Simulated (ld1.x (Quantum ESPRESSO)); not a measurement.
# Building the RRKJ potential for tin (Sn) (revPBE, scalar-relativistic).

ld1.x (Quantum ESPRESSO) 7.5 was run on this input:

```
&input
   title='Sn', zed=50., rel=1, dft='REVPBE', iswitch=3,
   config='[Kr] 4d10 5s2 5p2 5d-2',
   nld=3, rlderiv=2.35, eminld=-3.0, emaxld=5.0, deld=0.02
 /
 &inputp
   pseudotype=2, tm=.false., lloc=0,
   nlcc=.false.,
   file_pseudopw='Sn.UPF', file_wfcaegen='ae.wfc', file_wfcncgen='nc.wfc', file_beta='beta', file_chi='chi'
 /
3
5P  2  1   2.00   0.00  2.15  2.15  0.0
5D  3  2  -2.00  -0.10  1.95  1.95  0.0
5S  1  0   2.00   0.00  1.80  1.80  0.0
 &test
   configts(1)='5s2 5p2'
 /
```

Command:

```bash
ld1.x < Sn.in > Sn.out
```

Resulting log (shortened: banner, matrices, multipoles, cross overlaps and the repeated all-electron block are left out):

```
[... start of the log left out ...]
     Exc  =    -330.011749 Ry,    -165.005874 Ha,   -4490.038578 eV

     normalization and overlap integrals

     s(1S/1S) =  1.000000  <r> =   0.0291  <r2> =    0.0011  r(max) =   0.0188
     s(2S/2S) =  1.000000  <r> =   0.1255  <r2> =    0.0186  r(max) =   0.1054
     s(2P/2P) =  1.000000  <r> =   0.1096  <r2> =    0.0147  r(max) =   0.0853
     s(3S/3S) =  1.000000  <r> =   0.3393  <r2> =    0.1316  r(max) =   0.3090
     s(3P/3P) =  1.000000  <r> =   0.3377  <r2> =    0.1323  r(max) =   0.3013
     s(4S/4S) =  1.000000  <r> =   0.8187  <r2> =    0.7583  r(max) =   0.7412
     s(4P/4P) =  1.000000  <r> =   0.8859  <r2> =    0.8969  r(max) =   0.7890
     s(3D/3D) =  1.000000  <r> =   0.3146  <r2> =    0.1175  r(max) =   0.2498
     s(4D/4D) =  1.000000  <r> =   1.0986  <r2> =    1.4368  r(max) =   0.8829
     s(5S/5S) =  1.000000  <r> =   2.3991  <r2> =    6.5801  r(max) =   2.0147
     s(5P/5P) =  1.000000  <r> =   3.2554  <r2> =   12.4645  r(max) =   2.5548

     ------------------------ End of All-electron run ------------------------

     --------------------- Generating NC pseudopotential ---------------------

      Generating local pot.: lloc=0, matching radius rcloc =   1.8000

      Wfc   5P  rcut= 2.145  Estimated cut-off energy=       37.17 Ry
      This function has    0 nodes for 0 < r <    2.145
     Message from routine compute phi:
     negative determinant

      ld=   2.251539 f2ae -0.159216 faenor  0.247196
           2        1244        1243   100.78373611682032

 %%%%%%%%%%%%%%%%%%%%%%%%%%%%%%%%%%%%%%%%%%%%%%%%%%%%%%%%%%%%%%%%%%%%%%%%%%%%%%
     Error in routine compute_chi (1):
     n is too large
 %%%%%%%%%%%%%%%%%%%%%%%%%%%%%%%%%%%%%%%%%%%%%%%%%%%%%%%%%%%%%%%%%%%%%%%%%%%%%%

     stopping ...
```

The run stopped because the Bessel-function wave could not be built (negative determinant in compute_phi), and the routine for χ then failed on it.

The run took about 0.09 s on one core of a shared server CPU.
